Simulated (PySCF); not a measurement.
SMILES C=[CH][GeH]([CH]=C)[N](C)C at its GFN2-xTB optimised geometry (Å):

```
21

Ge    -1.5886    -0.6540     0.0000
C      0.3745    -0.6540     0.0000
C      1.1116    -0.5374    -1.0917
C     -2.2818    -1.6384     1.5661
C     -3.3195    -1.2440     2.2842
N     -2.1244    -1.3129    -1.6425
C     -3.4906    -1.0859    -2.0548
C     -1.6622    -2.6217    -2.0458
H     -2.1919     0.7372     0.0000
H      0.8611    -0.7372     0.9641
H      2.1919    -0.5283    -1.0678
H      0.6522    -0.4517    -2.0637
H     -1.7980    -2.5785     1.8053
H     -3.7060    -1.8146     3.1164
H     -3.8244    -0.3140     2.0713
H     -3.7996    -0.0904    -1.7392
H     -4.1896    -1.8204    -1.6321
H     -3.5570    -1.1447    -3.1450
H     -2.2839    -3.4321    -1.6410
H     -0.6378    -2.7654    -1.7048
H     -1.6817    -2.6981    -3.1372
```

Calculation: B3LYP/def2-SVP run with PySCF 2.14.0. Cells within 0.4 Å of a nucleus heavier than hydrogen are left out (blank, or x).

Map of the deformation density (molecule minus spherical neutral atoms) (e/bohr³) on the plane z = 1.5 Å:

```
|11111111111111111111111111111|
|11111111111111111111111111111|
|11111111111111111111111111111|
|11111111111111111111111111111|
|11111111111111111111111111111|
|11111111111111111111111111111|
|11111111111111111111111111111|
|11111111111111111111111111111|
|11111111111111111111111111111|
|11111111111111111111111111111|
|11111111111111111111111111111|
|11111111111111111111111111111|
|11111111111111111111111111111|
|11111111111111111111111111111|
|10000001111111111111111111111|
|11110000111111111011111111111|
|11210001111111110001111111111|
|11110112221111110001111111111|
|1101355x421111111111111111111|
|111147xxx11011111111111111111|
|1111332x831111111111111111111|
|11111016951111111111111111111|
|11111014641111111111111111111|
|11111111110111111111111111111|
|11111111101111111111111111111|
|11111111111111111111111111111|
|11111111111111111111111111111|
|11111111111111111111111111111|
|11111111111111111111111111111|
```
Scale: ten equal steps from -0.014 (start of '0') to 0.072 (end of '9'), in the order '0123456789'; x runs from -4.50 to 4.50, y from -4.50 (bottom) to 4.50 (top).
